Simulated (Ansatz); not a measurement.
Total energies of C₃H₅B, SMILES `BCC#C`.

```xyz
9

B    -0.5782    1.2650    0.6067
C     0.5573    0.3336    0.0747
C     0.1846   -0.9697   -0.4352
C    -0.1435   -2.0459   -0.8539
H    -0.2643    2.3423    1.0231
H    -1.7256    0.9363    0.6102
H     1.2934    0.2343    0.8879
H     1.1091    0.9042   -0.6885
H    -0.4328   -3.0001   -1.2250
```

Total charge 0; spin multiplicity 1. The structure was optimised at the PBE0-D4/def2-TZVP level. Basis def2-TZVPP, Ansatz 0.2.0.

RPA on PBE orbitals: Hartree–Fock energy of these orbitals -141.13140 Eh, correlation -0.96410 Eh (frozen core).

| functional | energy without D4 (Eh) | D4 term (kJ/mol) |
| --- | --- | --- |
| LDA (SPW92) | -140.72402 | – |
| PBE | -141.91883 | -12.9 |
| BLYP | -142.06306 | -29.0 |
| r2SCAN | -142.03295 | -3.2 |
| PBE0 | -141.94093 | -10.8 |
| B3LYP | -142.14355 | -20.7 |
| HSE06 (plane-wave form) | -141.93175 | -9.9 |
| BHLYP | -142.04596 | -14.6 |
| CAM-B3LYP | -142.04314 | -10.8 |
| ωB97M-V | -142.05758 | – |

Task: Give the same for revPBE, B97M-V, r2SCANh, r2SCAN0, LC-ωPBE, ωB97X-V, B2PLYP, PBE-QIDH. (An estimate is asked.)

Result: Computed: 
| functional | energy without D4 (Eh) | D4 term (kJ/mol) |
| --- | --- | --- |
| revPBE | -142.08725 | -44.0 |
| B97M-V | -142.14265 | – |
| r2SCANh | -142.02763 | -3.4 |
| r2SCAN0 | -142.02031 | -3.7 |
| LC-ωPBE | -142.01768 | – |
| ωB97X-V | -142.08747 | – |
| B2PLYP | -141.99651 | – |
| PBE-QIDH | -141.91805 | – |

B3LYP takes the VWN-RPA correlation (the form of Gaussian; ORCA's B3LYP/G). HSE06 is the plane-wave form, built on full-range PBE exchange. The double hybrids freeze the cores in their second-order part.

LC-ωPBE has ω = 0.4 bohr⁻¹.
